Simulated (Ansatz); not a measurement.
Basis sets compared for B13N13H30, a nanocrystal cut from zinc blende BN (hydrogen-capped). Charge 0, multiplicity 1. Geometry PBE-D4/def2-SVP. Ansatz on 2 threads of AMD EPYC 7R13 on a shared host and a share (18 GiB) of an NVIDIA H100 80GB HBM3; times are rough, and most runs start from earlier orbitals.

```xyz
56

B    -0.880    1.693    0.576
B     1.351    2.294   -0.655
B     1.273    2.369    1.917
B     0.373   -0.096    1.956
B     2.596    0.515    0.716
B    -0.844    1.624   -2.041
B    -3.026    1.058   -0.796
B    -1.743   -0.741    0.620
B    -1.702   -0.796   -1.996
B     0.430   -0.164   -0.602
B     1.700   -2.011    0.763
B    -0.403   -2.652   -0.565
B    -0.481   -2.578    2.008
N     0.447    2.569    0.564
N    -1.681    1.920   -0.779
N     0.487    2.503   -1.981
N    -0.445    0.169    0.623
N     1.723    0.754   -0.586
N     1.670    0.822    1.911
N     0.802   -1.627    1.956
N     2.965   -1.038    0.749
N    -0.400    0.106   -1.926
N    -2.523   -0.457   -0.736
N    -1.263   -2.257    0.653
N    -1.221   -2.314   -1.893
N     0.857   -1.689   -0.541
H    -1.576    2.006    1.528
H     2.355    2.997   -0.721
H     0.560    2.616    2.885
H     2.294    3.061    1.886
H    -0.280    0.153    2.957
H     3.634    1.169    0.688
H    -1.419    1.846   -3.103
H    -3.702    1.316    0.195
H    -3.631    1.253   -1.853
H    -2.470   -0.515    1.574
H    -2.300   -0.641   -3.057
H     2.094   -3.173    0.768
H    -0.066   -3.832   -0.596
H    -1.179   -2.290    2.975
H    -0.122   -3.759    2.011
H     0.180    3.561    0.594
H    -2.020    2.890   -0.795
H     0.226    3.498   -2.049
H     1.063    2.355   -2.823
H     2.331    0.557   -1.394
H     2.179    0.704    2.797
H     1.282   -1.828    2.843
H     3.530   -1.222    1.590
H     3.606   -1.279   -0.021
H     0.157   -0.106   -2.766
H    -3.398   -0.997   -0.724
H    -2.096   -2.858    0.712
H    -2.050   -2.924   -1.932
H    -0.689   -2.589   -2.732
H     1.444   -1.946   -1.348
```

Single mean-field runs in def2-SVP, def2-TZVP are fitted with def2-universal-jkfit.

Binding counts from free atoms (B doublet, N quartet, H doublet) in the same basis, without a counterpoise term.

```
           level  functions  energy (Eh)  HOMO (eV)  LUMO (eV)  binding per atom (eV)  wall time
 PBE-D4/def2-SVP        514   -1051.8560      -5.41      -1.10                   4.51      4.1 s
PBE0-D4/def2-SVP        514   -1052.0318      -6.76      -0.20                   4.44      4.3 s
```

Task: Estimate the rows for PBE-D4/def2-TZVP (with forces), PBE0-D4/def2-TZVP.

Result: 
```
                         level  functions  energy (Eh)  HOMO (eV)  LUMO (eV)  binding per atom (eV)  wall time
PBE-D4/def2-TZVP (with forces)        986   -1052.9521      -5.59      -1.67                   4.43        9 s
             PBE0-D4/def2-TZVP        986   -1053.1136      -6.88      -0.88                   4.36      6.5 s
```
